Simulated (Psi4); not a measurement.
O₄W (SMILES [O]=[W-2](=[O])(=[O])=[O]), charge -2, singlet, at a GFN2-xTB geometry (such geometries of metal compounds can be far from the true shape) (core potentials on W) (a gas-phase anion, which may not be bound at this level); HF/def2-SVP in Psi4.

Here is a job for Psi4.
```
memory 2 GB

molecule mol {
-2 1
  W     0.000000   -0.000000   -0.000000
  O     1.221513    0.750594   -1.053110
  O     0.812080   -0.925120    1.284214
  O    -1.021825   -1.092758   -0.962434
  O    -1.011768    1.267284    0.731330
}

set basis def2-svp
set reference rhf

energy('scf')
print_variables()
```

Write the output that Psi4 gives for this input, abridged.


```
   => Loading Basis Set <=

    Name: DEF2-SVP
    Role: ORBITAL
    Keyword: BASIS

    !!!  WARNING: ECP capability is in beta. Please check occupations closely.  !!!

         ---------------------------------------------------------
                                   SCF
               by Justin Turney, Rob Parrish, Andy Simmonett
                          and Daniel G. A. Smith
                              RHF Reference
         ---------------------------------------------------------

  ==> Geometry <==

    Molecular point group: c1
    Full point group: C1

    Geometry (in Angstrom), charge = -2, multiplicity = 1:

       Center              X                  Y                   Z               Mass
    ------------   -----------------  -----------------  -----------------  -----------------
         W           -0.000000000000    -0.000000000000     0.000000000000   183.950930920000
         O            1.221513000000     0.750594000000    -1.053110000000    15.994914619570
         O            0.812080000000    -0.925120000000     1.284214000000    15.994914619570
         O           -1.021825000000    -1.092758000000    -0.962434000000    15.994914619570
         O           -1.011768000000     1.267284000000     0.731330000000    15.994914619570

  Running in c1 symmetry.

  Rotational constants: A =      0.12489  B =      0.12489  C =      0.12489 [cm^-1]
  Rotational constants: A =   3744.19017  B =   3744.18991  C =   3744.18891 [MHz]
  Nuclear repulsion =  203.218621260051123

  Charge       = -2
  Multiplicity = 1
  Electrons    = 48
  Nalpha       = 24
  Nbeta        = 24

  ==> Algorithm <==

  SCF Algorithm Type is DF.
  DIIS enabled.
  MOM disabled.
  Fractional occupation disabled.
  Guess Type is SAD.
  Energy threshold   = 1.00e-06
  Density threshold  = 1.00e-06
  Integral threshold = 1.00e-12

  ==> Primary Basis <==

  Basis Set: DEF2-SVP
    Blend: DEF2-SVP
    Number of shells: 36
    Number of basis functions: 88
    Number of Cartesian functions: 97
    Spherical Harmonics?: true
    Max angular momentum: 3

  Core potential: DEF2-SVP
    Number of shells: 4
    Number of ECP primitives: 10
    Number of ECP core electrons: 60
    Max angular momentum: 3

   => Loading Basis Set <=

    Name: (DEF2-SVP AUX)
    Role: JKFIT
    Keyword: DF_BASIS_SCF

  ==> Integral Setup <==

  SCF_SUBTYPE=INCORE selected. In-core MEM_DF algorithm will be used.
  Using in-core AOs.

  ==> MemDFJK: Density-Fitted J/K Matrices <==

[...]
   @DF-RHF iter   2:  -364.76865644247215    1.58483e-01   1.70223e-02 ADIIS/DIIS
   @DF-RHF iter   3:  -365.61019320988333   -8.41537e-01   1.44225e-03 ADIIS/DIIS
   @DF-RHF iter   4:  -365.61811150746200   -7.91830e-03   3.49145e-04 ADIIS/DIIS
   @DF-RHF iter   5:  -365.61955370575367   -1.44220e-03   1.54466e-04 ADIIS/DIIS
   @DF-RHF iter   6:  -365.61983642368955   -2.82718e-04   9.92788e-05 DIIS
   @DF-RHF iter   7:  -365.61990353396504   -6.71103e-05   2.73433e-05 DIIS
   @DF-RHF iter   8:  -365.61991251507777   -8.98111e-06   4.90037e-06 DIIS
   @DF-RHF iter   9:  -365.61991289168310   -3.76605e-07   1.11836e-06 DIIS
   @DF-RHF iter  10:  -365.61991290793941   -1.62563e-08   4.39619e-07 DIIS
  Energy and wave function converged.

  ==> Post-Iterations <==

    Orbital Energies [Eh]
    ---------------------

    Doubly Occupied:

[...]
    Virtual:

[...]
      88A    576.411758

    Final Occupation by Irrep:
              A
    DOCC [    24 ]
    NA   [    24 ]
    NB   [    24 ]

  @DF-RHF Final Energy:  -365.61991290793941

   => Energetics <=

    Nuclear Repulsion Energy =            203.2186212600511226
    One-Electron Energy =                -951.9218345422016228
    Two-Electron Energy =                 383.0833003742110918
    Total Energy =                       -365.6199129079394083

Computation Completed

Properties will be evaluated at   0.000000,   0.000000,   0.000000 [a0]

Properties computed using the SCF density matrix

 Multipole Moments:

 ------------------------------------------------------------------------------------
     Multipole            Electronic (a.u.)      Nuclear  (a.u.)        Total (a.u.)
 ------------------------------------------------------------------------------------

 L = 1.  Multiply by 2.5417464519 to convert [e a0] to [Debye]
 Dipole X            :          0.0000060            0.0000000            0.0000060
 Dipole Y            :          0.0000292            0.0000000            0.0000292
 Dipole Z            :         -0.0000161           -0.0000000           -0.0000161
 Magnitude           :                                                    0.0000339

 ------------------------------------------------------------------------------------

  Variable Map:
  ----------------------------------------------------------------------------
[...]
  Array Variable Map:
  ----------------------------------------------------------------------------
[...]
[...]
```
